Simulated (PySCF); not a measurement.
ClFH3NOSi, SMILES N[Si@@](O)(F)Cl. Atoms are numbered in the order given.

```xyz
8

N      0.3768     1.1413     1.4234
Si     0.1717    -0.0900     0.2690
O      1.6075    -0.6814    -0.2535
F     -0.7178    -1.2174     1.0040
Cl    -0.8350     0.4254    -1.4375
H      0.8860     1.9848     1.1853
H     -0.3768     1.3358     2.0735
H      2.2447    -0.8742     0.4420
```

Geometry: PBE0-D3(BJ)/def2-SVP. The structure was generated by enumeration; whether it is a known compound was not checked. One conformer was computed; it need not be the lowest.

Computed with PBE/def2-TZVP in PySCF.

The molecule is in vacuum.

- total energy: -981.08457 hartree
- highest occupied level: -6.77 eV
- lowest empty level: -0.56 eV
- orbital gap: 6.21 eV
- dipole moment: 3.09 D
- quadrupole, principal values (traceless, Buckingham form, about the centre of nuclear charge): -6.10, 2.69, 3.41 D·Å
- mean static polarisability: 45.8 bohr³ (6.79 Å³)
- polarisability, principal values: 39.9, 43.9, 53.8 bohr³
